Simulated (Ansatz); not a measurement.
Born–Oppenheimer molecular dynamics of FH8NSi3 (13 atoms, charge 0, multiplicity 1). It goes on from the last frame of an earlier run, with new velocities.

Computed with Ansatz 0.2.0, RKS r2SCAN/STO-3G.

```yaml
ensemble: NVE (velocity Verlet)
time_step: 0.5 fs
steps_asked: 250
starting_velocities_drawn_for: 1000 K
seed: 777661
```

First frame:

```xyz
13
Properties=species:S:1:pos:R:3
Si 0.072 -0.013 0.111
N 0.259 -0.166 1.927
H -0.526 -0.803 2.362
H -0.096 0.764 2.375
F 1.655 0.280 -0.345
Si -1.344 1.725 -0.579
H -2.670 1.256 -0.405
H -1.245 3.023 -0.002
H -1.018 2.058 -1.996
Si -0.811 -1.769 -1.097
H -2.311 -1.608 -0.779
H -0.761 -1.548 -2.456
H -0.357 -3.122 -0.785
```

Question: How far do the bonds stretch over the last three quarters of this one trajectory? (Pairs bonded in most of those frames.)

Answer: 
```csv
bond,mean (Å),spread (Å),shortest,longest
Si1–N2,1.813,0.018,1.78,1.85
Si1–F5,1.661,0.023,1.62,1.69
Si1–Si6,2.327,0.089,2.17,2.47
Si1–Si10,2.286,0.051,2.20,2.35
N2–H3,1.061,0.028,0.99,1.12
N2–H4,1.067,0.055,0.98,1.17
Si6–H7,1.452,0.036,1.40,1.51
Si6–H8,1.455,0.037,1.40,1.52
Si6–H9,1.453,0.049,1.37,1.54
Si10–H11,1.475,0.100,1.32,1.62
Si10–H12,1.452,0.031,1.40,1.51
Si10–H13,1.458,0.044,1.39,1.53
```

Mean temperature of the second half: 780 K. The conserved energy stayed within 0.48 meV per atom of its start (net change 0.25 meV per atom), so the integration is sound. A run of 0.12 ps of so small a system gives no equilibrium averages. Limits of this set-up: minimal basis.

Time of the run: 22 min on 1 thread of Arm Neoverse V1 (shared host), peak memory 0.13 GiB.
